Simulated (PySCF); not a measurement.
## Diatomics with 65 electrons

PBE in PySCF with def2-SVP on every atom (core potentials on Cd, Te, I), for the lowest determinant that a PBE0 search found; no spin–orbit coupling. All have 65 electrons, 9 of them in the valence shells, and the same state, a doublet (σ ↑). For ions De leads to the atom and ion picked by measured ionisation energies and electron affinities.

| species | difference of nuclear charges | Re (Å) | ωe (cm⁻¹) | k (mdyn/Å) | De (eV) | dissociates to | Mayer bond order |
| --- | --- | --- | --- | --- | --- | --- | --- |
| CdCl | 31 | 2.391 | 302 | 1.44 | 1.92 | Cd + Cl | 1.06 |
| AlTe | 39 | 2.393 | 391 | 2.02 | 3.36 | Al + Te | 2.10 |
| MgI | 41 | 2.629 | 294 | 1.03 | 2.27 | Mg + I | 1.20 |
| AlI⁺ | 40 | 2.425 | 365 | 1.75 | 1.41 | Al⁺ + I | 1.56 |

(1) Which member of the whole set has the stiffest bond, and how does it compare with the softest?

Spin–orbit coupling is left out, which matters for elements this heavy, above all for dissociation energies. For an ion De counts to the pair picked by the measured ionisation energies or electron affinities, which need not be the lowest pair at this level. States were picked by a PBE0 search and need not be the measured ground states.

## Answers

(1) AlTe with k = 2.02 mdyn/Å, 2.0 times that of MgI.
